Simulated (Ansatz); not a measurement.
Ideal-gas functions of CH$_{5}$SSb (`[CH3][SbH][SH]`) at 400 K and 1 bar, from an Ansatz frequency run at PBE0-D4/def2-TZVP.

Molar mass 170.88 g/mol, point group C1 (symmetry number 1), electronic degeneracy 1, moments of inertia 68.457, 175.218, 232.642 u Å². Harmonic wavenumbers (cm⁻¹, unscaled): 122, 153, 201, 345, 519, 571, 591, 701, 785, 849, 1233, 1446, 1451, 1936, 2710, 3064, 3160, 3177.

Use S(trans) = R[1.5 ln M + 2.5 ln T − 1.1517]; rotational temperatures θ = 24.2544 K / I; S(rot) = R[ln(√π/σ · √(T³/θAθBθC)) + 1.5]; for each mode x = 1.438777 ν̃/T, S = R[x/(eˣ − 1) − ln(1 − e⁻ˣ)] and H = RT x/(eˣ − 1); 1 cm⁻¹ = 0.0119627 kJ/mol; R = 8.31446 J/(mol·K).

By hand: the entropy, in J/(mol·K).

Translation 179.1. Rotation: θ = 0.3543, 0.1384, 0.1043 K, giving 113.9. Vibration, mode by mode: 15.23, 13.38, 11.19, 7.03, 4.24, 3.65, 3.45, 2.53, 1.99, 1.66, 0.54, 0.29, 0.28, 0.06, 0.01, 0.00, 0.00, 0.00, in all 65.5. Electronic 0.0. Sum 358.5 J/(mol·K).

By hand: H − E and G − E in kJ/mol, counted from the electronic energy.

Zero-point energy ½ × 23014 × 0.0119627 = 137.7; thermal vibration 14.4; translation, rotation and pV give 4 RT = 13.3. H − E = 165.4 kJ/mol, and G − E = 165.4 − 400 × 358.5/1000 = 22.0 kJ/mol.

Vibration gives 18 % of the entropy, 15.2 J/(mol·K) of it from the mode under 150 cm⁻¹: soft modes count most, and the harmonic formula is weakest for them. The sum counts one conformer and one mirror image; others add a mixing term.
